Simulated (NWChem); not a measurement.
System: C3H5, doublet; SMILES [CH]=CC

NWChem input:

```
start job
memory heap 200 mb stack 900 mb global 1100 mb
geometry units angstroms noautoz
  C      0.298015    -1.321822    -0.000088
  C     -0.386532    -0.198567     0.000085
  C      0.180887     1.188343     0.000271
  H      0.082949    -2.390285    -0.000094
  H     -1.489846    -0.270032     0.000296
  H     -0.162782     1.751272    -0.883008
  H      1.279341     1.173309    -0.002773
  H     -0.157776     1.748875     0.887030
end
basis spherical
  * library def2-svp
end
dft
  odft
  mult 2
  xc r2scan
  grid fine
  iterations 150
  mulliken
end
task dft gradient
```

Parts of the log:

```
             Northwest Computational Chemistry Package (NWChem) 7.3.0
             --------------------------------------------------------

 C1  symmetry detected

                             Geometry "geometry" -> ""
                             -------------------------

 Output coordinates in angstroms (scale by  1.889725989 to convert to a.u.)

  No.       Tag          Charge          X              Y              Z
 ---- ---------------- ---------- -------------- -------------- --------------
    1 C                    6.0000     0.29214625    -1.32300696    -0.00001253
    2 C                    6.0000    -0.39133443    -0.19910279    -0.00004777
    3 C                    6.0000     0.17740053     1.18726810    -0.00001763
    4 H                    1.0000     0.07606633    -2.39126536     0.00011747
    5 H                    1.0000    -1.49471577    -0.26952065     0.00009428
    6 H                    1.0000    -0.16567088     1.75039776    -0.88340103
    7 H                    1.0000     1.27583999     1.17119120    -0.00298077
    8 H                    1.0000    -0.16079379     1.74824696     0.88663765

 Effective nuclear repulsion energy (a.u.)      64.1131543984

                                 NWChem DFT Module
                                 -----------------

 Summary of "ao basis" -> "ao basis" (spherical)
 ------------------------------------------------------------------------------
       Tag                 Description            Shells   Functions and Types
 ---------------- ------------------------------  ------  ---------------------
 C                          def2-svp                 6       14   3s2p1d
 H                          def2-svp                 3        5   2s1p

            General Information
            -------------------
          SCF calculation type: DFT
          Wavefunction type:  spin polarized.
          No. of atoms     :     8
          No. of electrons :    23
           Alpha electrons :    12
            Beta electrons :    11
          Charge           :     0
          Spin multiplicity:     2
          Use of symmetry is: off; symmetry adaption is: off
          Maximum number of iterations: 150
          AO basis - number of functions:    67
                     number of shells:    33
          Convergence on energy requested:  1.00D-06
          Convergence on density requested:  1.00D-05
          Convergence on gradient requested:  5.00D-04

              XC Information
              --------------
                      r^2SCAN Method XC Functional
               r^2SCAN metaGGA Exchange Functional  1.000
                     r^2SCAN Correlation Potential  1.000

             Grid Information
             ----------------
          Grid used for XC integration:  fine
          Radial quadrature: Mura-Knowles
          Angular quadrature: Lebedev.
          Tag              B.-S. Rad. Rad. Pts. Rad. Cut. Ang. Pts.
          ---              ---------- --------- --------- ---------
          C                   0.70       70          10.0       590
          H                   0.35       60          11.0       590
          Grid pruning is: on
          Number of quadrature shells:   510
          Spatial weights used:  Erf1

      Superposition of Atomic Density Guess
      -------------------------------------

 Sum of atomic energies:        -115.37082663

      Non-variational initial energy
      ------------------------------

 Total energy =    -117.073439
 1-e energy   =    -279.828716
 2-e energy   =      98.642122
 HOMO         =      -0.170763
 LUMO         =       0.034035

     ---------------------------------------------
      Total Density - Mulliken Population Analysis
     ---------------------------------------------

    Atom       Charge   Shell Charges
 -----------   ------   -------------------------------------------------------
    1 C    6     6.16   1.99  1.01  0.41  1.78  0.95  0.02
    2 C    6     6.23   1.99  0.97  0.26  1.94  1.02  0.04
    3 C    6     6.19   1.99  0.96  0.16  2.04  1.02  0.02
    4 H    1     0.87   0.64  0.21  0.03
    5 H    1     0.86   0.64  0.20  0.02
    6 H    1     0.89   0.67  0.20  0.03
    7 H    1     0.91   0.67  0.21  0.03
    8 H    1     0.89   0.66  0.20  0.03

     --------------------------------------------
      Spin Density - Mulliken Population Analysis
     --------------------------------------------

    Atom       Charge   Shell Charges
 -----------   ------   -------------------------------------------------------
    1 C    6     0.77   0.00  0.03  0.06  0.40  0.29  0.00
    2 C    6     0.05   0.00  0.00  0.00  0.03  0.00  0.01
    3 C    6     0.02   0.00  0.01 -0.02  0.02  0.00  0.00
    4 H    1     0.04   0.03  0.01  0.00
    5 H    1     0.09   0.06  0.04  0.00
    6 H    1     0.00   0.00  0.00  0.00
    7 H    1     0.02   0.00  0.02  0.00
    8 H    1     0.00   0.00  0.00  0.00

   convergence    iter        energy       DeltaE   RMS-Dens  Diis-err
 ---------------- ----- ----------------- --------- --------- ---------
 d= 0,ls=0.0,diis     1   -117.0264375703 -1.81D+02  4.86D-03  4.88D-02
                                                     3.45D-03  4.61D-02
 d= 0,ls=0.0,diis     2   -117.0552676769 -2.88D-02  1.98D-03  2.95D-03
                                                     1.00D-03  2.17D-03
 d= 0,ls=0.0,diis     3   -117.0566415191 -1.37D-03  4.90D-04  6.10D-04
                                                     3.73D-04  6.25D-04
 d= 0,ls=0.0,diis     4   -117.0570365524 -3.95D-04  1.55D-04  8.70D-05
                                                     1.64D-04  9.46D-05
 d= 0,ls=0.0,diis     5   -117.0571218939 -8.53D-05  1.60D-04  3.79D-05
                                                     7.70D-05  1.55D-05
  Resetting Diis
 d= 0,ls=0.0,diis     6   -117.0571587186 -3.68D-05  6.22D-05  8.24D-06
                                                     1.19D-04  2.70D-05
 d= 0,ls=0.0,diis     7   -117.0571835365 -2.48D-05  9.85D-05  8.48D-06
                                                     3.40D-05  1.77D-06
 d= 0,ls=0.0,diis     8   -117.0571867992 -3.26D-06  3.71D-05  8.83D-06
                                                     4.67D-05  1.67D-05
 d= 0,ls=0.0,diis     9   -117.0571950122 -8.21D-06  4.60D-05  1.75D-06
                                                     3.79D-05  6.61D-07
 d= 0,ls=0.0,diis    10   -117.0571987236 -3.71D-06  5.12D-05  6.64D-07
                                                     5.21D-05  7.23D-07
 d= 0,ls=0.0,diis    11   -117.0572008224 -2.10D-06  5.32D-06  3.55D-08
                                                     4.86D-06  3.50D-08
 d= 0,ls=0.0,diis    12   -117.0572008539 -3.15D-08  5.08D-07  8.95D-10
                                                     4.27D-07  5.56D-10

         Total DFT energy =     -117.057200853885
      One electron energy =     -282.748847456854
           Coulomb energy =      119.531472233116
    Exchange-Corr. energy =      -17.952980028567
 Nuclear repulsion energy =       64.113154398420

 Numeric. integr. density =       22.999998721303

                    DFT Final Alpha Molecular Orbital Analysis
                    ------------------------------------------

 Vector   10  Occ=1.000000D+00  E=-3.440421D-01
              MO Center=  2.6D-01,  8.3D-01, -1.7D-03, r^2= 2.2D+00
   Bfn.  Coefficient  Atom+Function         Bfn.  Coefficient  Atom+Function
  ----- ------------  ---------------      ----- ------------  ---------------
    32      0.368572  3 C  px                58      0.344257  7 H  s
    48      0.194044  5 H  s                 18     -0.180717  2 C  px
    53     -0.167156  6 H  s                 63     -0.165433  8 H  s
     5     -0.163746  1 C  py                35      0.150640  3 C  px
    59      0.146321  7 H  s                 33     -0.130571  3 C  py

 Vector   11  Occ=1.000000D+00  E=-2.438386D-01
              MO Center=  1.4D-02, -6.4D-01,  2.7D-04, r^2= 2.0D+00
   Bfn.  Coefficient  Atom+Function         Bfn.  Coefficient  Atom+Function
  ----- ------------  ---------------      ----- ------------  ---------------
     6      0.446098  1 C  pz                20      0.351414  2 C  pz
     9      0.299942  1 C  pz                23      0.230500  2 C  pz
    53      0.135197  6 H  s                 63     -0.135667  8 H  s
    34     -0.127375  3 C  pz                54      0.083695  6 H  s
    64     -0.083913  8 H  s                 37     -0.066153  3 C  pz

 Vector   12  Occ=1.000000D+00  E=-2.100894D-01
              MO Center=  2.8D-01, -1.1D+00, -5.7D-05, r^2= 1.8D+00
   Bfn.  Coefficient  Atom+Function         Bfn.  Coefficient  Atom+Function
  ----- ------------  ---------------      ----- ------------  ---------------
     4      0.543942  1 C  px                 7      0.405785  1 C  px
     3      0.276436  1 C  s                 48      0.220126  5 H  s
    49      0.172857  5 H  s                 43     -0.154447  4 H  s
     2      0.152040  1 C  s                 18     -0.150244  2 C  px
    31     -0.144418  3 C  s                 33      0.142311  3 C  py

[...]

                         DFT ENERGY GRADIENTS

    atom               coordinates                        gradient
                 x          y          z           x          y          z
   1 C       0.552076  -2.500121  -0.000024   -0.002390   0.003579   0.000009
   2 C      -0.739515  -0.376250  -0.000090    0.001550  -0.001998  -0.000001
   3 C       0.335238   2.243611  -0.000033   -0.000603  -0.000845   0.000006
   4 H       0.143745  -4.518836   0.000222   -0.000027   0.000353   0.000001
   5 H      -2.824603  -0.509320   0.000178    0.001316  -0.000320  -0.000010
   6 H      -0.313073   3.307772  -1.669386    0.000259  -0.000391   0.000271
   7 H       2.410988   2.213230  -0.005633   -0.000371   0.000017  -0.000007
   8 H      -0.303856   3.303708   1.675502    0.000267  -0.000395  -0.000268
```

Level: r2SCAN/def2-SVP, spin-unrestricted. Geometry: optimised at PBE0/def2-SVP, spin-unrestricted. No stability test was run on the SCF state.
